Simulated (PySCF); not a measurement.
**Radial density of Kr (krypton, neutral)**

UHF, [Kr], closed-shell 1S. All numbers are calculated (PySCF 2.14, scalar relativity by spin-free X2C-1e, in aug-cc-pVDZ-DK (6s5p3d, 36 functions)).

```
r (bohr)  4πr²ρ (e/bohr)
0.000923          0.6065
 0.00155           1.441
 0.00261           3.370
 0.00439           7.585
 0.00739           15.80
  0.0124           28.78
  0.0209           41.94
  0.0352           43.56
  0.0591           36.69
  0.0995           48.30
   0.167           47.60
   0.281           29.70
   0.473           36.73
   0.796           13.05
    1.34           5.763
    2.25           2.861
    3.79          0.3271
    6.37        0.002030
```

Densities and radii are taken from the X2C orbitals without a picture-change correction, which distorts them close to the nucleus.
